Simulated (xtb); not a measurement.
NTi, doublet, geometry from GFN2-xTB (such geometries of metal compounds can be far from the true shape), atoms displaced at random by about 0.05 Å a coordinate; GFN1-xTB run with xtb.

The xtb input:
```
$ xtb mol.xyz --gfn 1 --uhf 1 --opt loose --json

# file mol.xyz
2

Ti     0.01986373    -0.02416425    -0.34625516
N     -0.05575106    -0.00609420     1.25210439
```

It wrote (shortened):

```
   ID    Z sym.   atoms
    1   22 Ti     1
    2    7 N      2

           -------------------------------------------------
          |                Calculation Setup                |
           -------------------------------------------------

           -------------------------------------------------
          |                 G F N 1 - x T B                 |
           -------------------------------------------------

          ...................................................
          :                      SETUP                      :
          :.................................................:
          :  # basis functions                  14          :
          :  # atomic orbitals                  13          :
          :  # shells                            5          :
          :  # electrons                         9          :
          :  # halogen bonds                     0          :
          :  max. iterations                   250          :
          :  Hamiltonian                  GFN1-xTB          :
          :  restarted?                      false          :
          :  GBSA solvation                  false          :
          :  PC potential                    false          :
          :  electronic temp.          300.0000000     K    :
          :  accuracy                    1.0000000          :
          :  -> integral cutoff          0.2500000E+02      :
          :  -> integral neglect         0.1000000E-07      :
          :  -> SCF convergence          0.1000000E-05 Eh   :
          :  -> wf. convergence          0.2000000E-04 e    :
          :  Broyden damping             0.4000000          :
          :  net charge                          0          :
          :  unpaired electrons                  1          :
          ...................................................

 iter      E             dE          RMSdq      gap      omega  full diag
   1     -0.0443096 -0.443096E-01  0.315E+01    0.17       0.0  T
   2     -0.8152495 -0.770940E+00  0.301E+01    0.00       1.0  T
   3     -2.3072406 -0.149199E+01  0.205E+01    0.00       1.0  T
   4      5.5751107  0.788235E+01  0.473E+01    0.10       1.0  T
   5      6.7439361  0.116883E+01  0.503E+01    0.04       1.0  T
   6     -0.5638742 -0.730781E+01  0.303E+01    0.00       1.0  T
   7      4.5210808  0.508496E+01  0.434E+01    0.07       1.0  T
   8     -3.3106821 -0.783176E+01  0.277E+01    0.27       1.0  T
   9     -2.8924136  0.418268E+00  0.161E+01    0.00       1.0  T
  10     -3.4031549 -0.510741E+00  0.136E+01    0.02       1.0  T
  11     -3.2983262  0.104829E+00  0.143E+01    0.08       1.0  T
  12     -3.4434503 -0.145124E+00  0.136E+01    0.14       1.0  T
  13     -3.7718485 -0.328398E+00  0.111E+01    0.27       1.0  T
  14     -4.0813349 -0.309486E+00  0.791E+00    0.50       1.0  T
  15     -4.0172506  0.640843E-01  0.807E+00    0.52       1.0  T
  16     -4.3461805 -0.328930E+00  0.313E+00    0.76       1.0  T
  17     -4.3258054  0.203750E-01  0.224E+00    0.80       1.0  T
  18     -4.3506333 -0.248279E-01  0.133E+00    0.83       1.0  T
  19     -4.3521918 -0.155851E-02  0.100E+00    0.85       1.0  T
  20     -4.3522199 -0.280759E-04  0.533E-01    0.87       1.0  T
  21     -4.3532247 -0.100480E-02  0.495E-01    0.88       1.0  T
  22     -4.3534079 -0.183172E-03  0.156E-01    0.90       1.0  T
  23     -4.3534200 -0.120966E-04  0.766E-02    0.90       1.0  T
  24     -4.3534209 -0.937567E-06  0.390E-02    0.90       1.8  T
  25     -4.3534234 -0.252938E-05  0.118E-02    0.91       6.0  T
  26     -4.3534238 -0.325710E-06  0.190E-03    0.90      37.2  T
  27     -4.3534238 -0.415519E-08  0.101E-03    0.91      69.9  T
  28     -4.3534238 -0.337460E-08  0.197E-04    0.91     358.9  T
  29     -4.3534238 -0.824079E-10  0.418E-05    0.91    1693.4  T

   *** convergence criteria satisfied after 29 iterations ***

         :::::::::::::::::::::::::::::::::::::::::::::::::::::
         ::                     SUMMARY                     ::
         :::::::::::::::::::::::::::::::::::::::::::::::::::::
         :: total energy              -4.296225868745 Eh    ::
         :: gradient norm              0.100348941298 Eh/a0 ::
         :: HOMO-LUMO gap              0.905010061997 eV    ::
         ::.................................................::
         :: SCC energy                -4.353423769582 Eh    ::
         :: -> electrostatic           0.048122551993 Eh    ::
         :: repulsion energy           0.057489508447 Eh    ::
         :: dispersion energy         -0.000291607610 Eh    ::
         :: halogen bond corr.         0.000000000000 Eh    ::
         :: add. restraining           0.000000000000 Eh    ::
         :: total charge              -0.000000000223 e     ::
         :::::::::::::::::::::::::::::::::::::::::::::::::::::

      -----------------------------------------------------------
     |                   =====================                   |
     |                        A N C O P T                        |
     |                   =====================                   |
     |               Approximate Normal Coordinate               |
     |                Rational Function Optimizer                |
      -----------------------------------------------------------
      -----------------------------------------------------------
     |                   =====================                   |
     |                        A N C O P T                        |
     |                   =====================                   |
     |               Approximate Normal Coordinate               |
     |                Rational Function Optimizer                |
      -----------------------------------------------------------

          ...................................................
          :                      SETUP                      :
          :.................................................:
[...]
 * total energy  :    -4.2962259 Eh     change       -0.6309619E-11 Eh
 * total energy  :    -4.3001782 Eh     change       -0.3952337E-02 Eh
 * total energy  :    -4.3005746 Eh     change       -0.3963635E-03 Eh
 * total energy  :    -4.3005912 Eh     change       -0.1663798E-04 Eh
   *** GEOMETRY OPTIMIZATION CONVERGED AFTER 4 ITERATIONS ***
[...]
Ti           0.02151859300255       -0.02455972100771       -0.38123596314796
N           -0.05740592300255       -0.00569872899229        1.28708519314796

 Bond Distances (Angstroems)
 ---------------------------
Ti1-N2=1.6703        N2-Ti1=1.6703
 Ti N  Rav=1.6703 sigma=0.0000  Rmin=1.6703  Rmax=1.6703     1

 selected bond angles (degree)
 --------------------

 selected dihedral angles (degree)
 ---------------------------------

           -------------------------------------------------
          |                Final Singlepoint                |
           -------------------------------------------------

          ...................................................
          :                      SETUP                      :
          :.................................................:
          :  # basis functions                  14          :
          :  # atomic orbitals                  13          :
          :  # shells                            5          :
          :  # electrons                         9          :
          :  # halogen bonds                     0          :
          :  max. iterations                   250          :
          :  Hamiltonian                  GFN1-xTB          :
          :  restarted?                      false          :
          :  GBSA solvation                  false          :
          :  PC potential                    false          :
          :  electronic temp.          300.0000000     K    :
          :  accuracy                    1.0000000          :
          :  -> integral cutoff          0.2500000E+02      :
          :  -> integral neglect         0.1000000E-07      :
          :  -> SCF convergence          0.1000000E-05 Eh   :
          :  -> wf. convergence          0.2000000E-04 e    :
          :  Broyden damping             0.4000000          :
          :  net charge                          0          :
          :  unpaired electrons                  1          :
          ...................................................

 iter      E             dE          RMSdq      gap      omega  full diag
   1     -4.3365753 -0.433658E+01  0.358E-09    0.83       0.0  T
   2     -4.3365753  0.888178E-15  0.793E-09    0.83  100000.0  T
   3     -4.3365753  0.000000E+00  0.270E-09    0.83  100000.0  T

   *** convergence criteria satisfied after 3 iterations ***

         :::::::::::::::::::::::::::::::::::::::::::::::::::::
         ::                     SUMMARY                     ::
         :::::::::::::::::::::::::::::::::::::::::::::::::::::
         :: total energy              -4.300591207474 Eh    ::
         :: gradient norm              0.000383222038 Eh/a0 ::
         :: HOMO-LUMO gap              0.826867359142 eV    ::
         ::.................................................::
         :: SCC energy                -4.336575305110 Eh    ::
         :: -> electrostatic           0.047693683724 Eh    ::
         :: repulsion energy           0.036275721008 Eh    ::
         :: dispersion energy         -0.000291623372 Eh    ::
         :: halogen bond corr.         0.000000000000 Eh    ::
         :: add. restraining           0.000000000000 Eh    ::
         :: total charge               0.000000000000 e     ::
         :::::::::::::::::::::::::::::::::::::::::::::::::::::

           -------------------------------------------------
          |                Property Printout                |
           -------------------------------------------------

    * Orbital Energies and Occupations

         #    Occupation            Energy/Eh            Energy/eV
      -------------------------------------------------------------
         1        2.0000           -0.7160599             -19.4850
         2        2.0000           -0.4373065             -11.8997
         3        2.0000           -0.3971819             -10.8079
         4        2.0000           -0.3971819             -10.8079
         5        1.0000           -0.3675970             -10.0028 (HOMO)
         6                         -0.3372101              -9.1760 (LUMO)
         7                         -0.3372101              -9.1760
         8                         -0.3093238              -8.4171
         9                         -0.3093238              -8.4171
        10                         -0.2431763              -6.6172
        11                         -0.1648509              -4.4858
        12                         -0.1648509              -4.4858
        13                          0.4224993              11.4968
      -------------------------------------------------------------
                  HL-Gap            0.0303868 Eh            0.8269 eV
             Fermi-level           -0.3673965 Eh           -9.9974 eV

  Mulliken/CM5 charges         n(s)   n(p)   n(d)
     1Ti    0.43082  0.81861   1.320  0.569  1.680
     2N    -0.43082 -0.81861   1.588  3.843  0.000

Wiberg/Mayer (AO) data.
largest (>0.10) Wiberg bond orders for each atom

 ---------------------------------------------------------------------------
     #   Z sym  total        # sym  WBO       # sym  WBO       # sym  WBO
 ---------------------------------------------------------------------------
     1  22 Ti   3.195 --     2 N    3.195
     2   7 N    3.195 --     1 Ti   3.195
 ---------------------------------------------------------------------------

Topologies differ in total number of bonds
Writing topology from bond orders to xtbtopo.mol

 dipole moment from electron density (au)
     X       Y       Z
   0.1192  -0.0285  -2.5199  total (Debye):    6.412

optimized geometry written to: xtbopt.xyz

           -------------------------------------------------
          | TOTAL ENERGY               -4.300591207474 Eh   |
          | GRADIENT NORM               0.000383222038 Eh/α |
          | HOMO-LUMO GAP               0.826867359142 eV   |
           -------------------------------------------------

normal termination of xtb
```
